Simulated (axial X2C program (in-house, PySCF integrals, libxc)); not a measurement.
## How long does ZrSe⁺ take?

A bond scan computed with an in-house relativistic program for diatomic molecules. Basis: Zr dyall-cv3z [11s12p9d6f3g], Se dyall-cv3z [8s9p6d4f1g] (cores contracted in-house).

Input file and command:
```json
{"zs": [40, 34], "q": 1, "bas": ["dyall-cv3z", "dyall-cv3z"], "levels": ["PBE0", "HF", "PW91"], "cc": true, "r0": 2.34, "thr": -1.0, "nmax": 90, "npts": 10, "nst": 2, "ntry": 6}
```
```bash
python so2c.py task.json out
```

Keys: zs atomic numbers; q charge; bas basis sets; levels methods; cc coupled cluster on or off; r0 starting distance in Å; thr threshold in hartree for freezing inner shells (an s shell follows its p shell); nmax most natural virtual spinors; npts points on the curve; nst determinants followed; ntry starts of the search. HF also brings MP2.

Hardware: 1 thread of Arm Neoverse V2 (shared host).

Wall time of one point of each curve, integrals apart:

```tsv
Hamiltonian	level	points	seconds a point
spin-free	PBE0	10	0.92
spin-free	HF	10	0.7
spin-free	CCSD(T) (9 electrons, 90 virtuals)	7	3.6
spin-free	PW91	10	0.52
2c	PBE0	10	1.4
2c	HF	10	1.5
2c	CCSD(T) (9 electrons, 90 virtuals)	7	4.8
2c	PW91	10	0.6
```

The rest:

Search with its distance optimisation 65 s, atoms 28 s, whole task 220 s. Coupled cluster runs on the points near the minimum only. The program drops outer points, and coupled cluster, when its time limit (not in the input) nears; MP2, further determinants and curves that did not converge are not in the table.
